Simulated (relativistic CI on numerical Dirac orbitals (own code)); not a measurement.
## V²⁺ in a cubic cluster: L2,3 absorption with charge transfer

Computed with a charge-transfer multiplet model of a cubic metal-ligand cluster with up to one ligand hole, Slater and spin-orbit integrals from Dirac-Coulomb-Breit ions, Slater integrals scaled by 0.8. The ground state mixes d3 with configurations of k ligand holes L, whose averages lie at kΔ + k(k − 1)U_dd/2; a core hole lowers each added d electron by U_cd. 300 K, Lorentzian 0.4 eV and Gaussian 0.3 eV FWHM.

Atomic integrals in eV (Slater integrals scaled, ζ unscaled), ground: F2dd 7.134, F4dd 4.434, zeta_d 0.019; with the core hole: F2dd 7.850, F4dd 4.885, zeta_d 0.030, zeta_core 4.613, F2cd 4.315, G1cd 3.109, G3cd 1.763.

Cluster parameters (eV): Δ = 7.4, U_dd = 5.6, U_cd = 7.2, 10Dq(ligand) = 0.7, V(eg) = 2.5, V(t2g) = -1.32, final-state hopping factor = 1.

```csv
Case,n_d,d3,d4L,S
10Dq = -0.15 eV,3.23,0.77,0.23,1.50
10Dq = 0.45 eV,3.23,0.77,0.23,1.50
10Dq = 0.75 eV,3.22,0.78,0.22,1.50
```

Weights, n_d and S are thermal averages at 300 K. Photon energies count from the first peak over 30 % of the highest in each spectrum, which can be another peak from case to case. The parameters are a model scan and need not match a compound or its usual spin state. A negative ionic 10Dq is a model choice; hopping adds the covalent part of the field. Peaks in eV (height, largest 100):
- 10Dq = -0.15 eV: -1.8 (13), 0.0 (100), 2.3 (24), 5.1 (34), 6.0 (32), 7.7 (49)
- 10Dq = 0.45 eV: 0.0 (100), 0.8 (88), 2.9 (17), 5.1 (28), 6.2 (53), 7.8 (58)
- 10Dq = 0.75 eV: 0.0 (55), 1.0 (100), 1.7 (86), 4.0 (14), 6.0 (27), 7.0 (68), 8.7 (57)

Curve for 10Dq = -0.15 eV (points under 2 left out, the grid thinned):

| E (eV) | Intensity |
| --- | --- |
| -3.6 | 2.0 |
| -3.3 | 2.3 |
| -2.9 | 3.6 |
| -2.6 | 6.2 |
| -2.2 | 10.3 |
| -1.9 | 13.0 |
| -1.6 | 13.2 |
| -1.2 | 19.6 |
| -0.9 | 32.5 |
| -0.5 | 60.0 |
| -0.2 | 89.9 |
| 0.2 | 86.2 |
| 0.5 | 74.6 |
| 0.8 | 67.4 |
| 1.2 | 50.3 |
| 1.5 | 33.3 |
| 1.9 | 27.1 |
| 2.2 | 24.2 |
| 2.5 | 22.1 |
| 2.9 | 12.1 |
| 3.2 | 8.9 |
| 3.6 | 8.0 |
| 3.9 | 9.3 |
| 4.2 | 15.4 |
| 4.6 | 28.6 |
| 4.9 | 30.9 |
| 5.3 | 29.7 |
| 5.6 | 26.5 |
| 5.9 | 31.5 |
| 6.3 | 30.7 |
| 6.6 | 30.1 |
| 7.0 | 39.2 |
| 7.3 | 43.9 |
| 7.6 | 48.4 |
| 8.0 | 38.6 |
| 8.3 | 24.7 |
| 8.7 | 14.3 |
| 9.0 | 10.4 |
| 9.4 | 7.7 |
| 9.7 | 5.9 |
| 10.0 | 4.5 |
| 10.4 | 3.2 |
| 10.7 | 2.6 |
| 11.1 | 2.5 |
| 11.4 | 2.1 |

For the case 10Dq = 0.45 eV, Δ = 7.4 eV is larger than U_dd = 5.6 eV, the Mott-Hubbard side of the Zaanen-Sawatzky-Allen scheme. With the core hole the configuration with one ligand hole lies at Δ + U_dd − U_cd = 5.8 eV above the one without, against Δ in the ground state. The added d electron screens the hole, so the order of the configurations is kept and charge-transfer satellites are weaker than in photoemission.

With at most 1 ligand hole the space is cut while the next configuration still counts, so covalency is underestimated, and a final configuration with one more ligand hole, which can lie low, is missing from the spectra.
